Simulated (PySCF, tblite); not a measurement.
Isomers of [C8H12OP]+ (charge +1), one GFN2-xTB conformer each. Single-point energies are computed at PBE0/pcSseg-1 (PySCF, gas phase, no added dispersion term), electronic only.

Question: Rank them by PBE0/pcSseg-1 energy, lowest first (kJ/mol).
A. `[CH2:1]=[CH:2][P@@H+:3]1[CH:4]=[CH:5][C:6]([CH3:7])=[C:8]1[O:9][CH3:10]` (charge +1) with C1–C2–P3–C4 -122°, C6–C8–O9–C10 168°
B. `[CH:1]#[C:2][P+:3]1([CH3:4])[CH2:5][CH2:6][C:7](=[O:8])[CH2:9][CH2:10]1` (charge +1) with C2–P3–C5–C6 -68°, P3–C5–C6–C7 -57°, C5–C6–C7–O8 -111°, C6–C7–C9–C10 -68°
C. `[CH3:1][C@@H:2]1[CH2:3][P@+:4]1([CH3:5])[c:6]1[cH:7][cH:8][cH:9][o:10]1` (charge +1) with C3–P4–C6–C7 166°

Answer: C (0.0), B (29.4), A (104.9).

As drawn, the lowest has a three-membered ring, which the highest lacks. GFN2-xTB itself gives, in the same order: 0.0, 68.4, 84.1. Both levels put the same isomer lowest; measured from each level's own lowest isomer, the values differ by up to 39.0 kJ/mol (C#C[P+]1(C)CCC(=O)CC1: 68.4 against 29.4).

Which frontier levels and rotational constants go with these structures?

```tsv
SMILES	HOMO (eV, PBE0/pcSseg-1)	LUMO (eV)	A, B, C (MHz)
C[C@@H]1C[P@+]1(C)c1ccco1	-10.97	-5.19	1852, 908.5, 700.0
C#C[P+]1(C)CCC(=O)CC1	-11.06	-5.18	1809, 844.3, 791.2
C=C[P@@H+]1C=CC(C)=C1OC	-10.50	-6.38	1637, 975.8, 668.3
```

What happens when harmonic zero-point energies from GFN2-xTB frequencies are added?

```json
{"SMILES": "C[C@@H]1C[P@+]1(C)c1ccco1", "ZPE (kJ/mol)": "463.3", "electronic (kJ/mol)": "0.0", "with ZPE (kJ/mol)": "0.0"}
{"SMILES": "C#C[P+]1(C)CCC(=O)CC1", "ZPE (kJ/mol)": "460.0", "electronic (kJ/mol)": "29.4", "with ZPE (kJ/mol)": "26.2"}
{"SMILES": "C=C[P@@H+]1C=CC(C)=C1OC", "ZPE (kJ/mol)": "453.3", "electronic (kJ/mol)": "104.9", "with ZPE (kJ/mol)": "94.9"}
```

The zero-point energies span 10.0 kJ/mol. The order is unchanged.
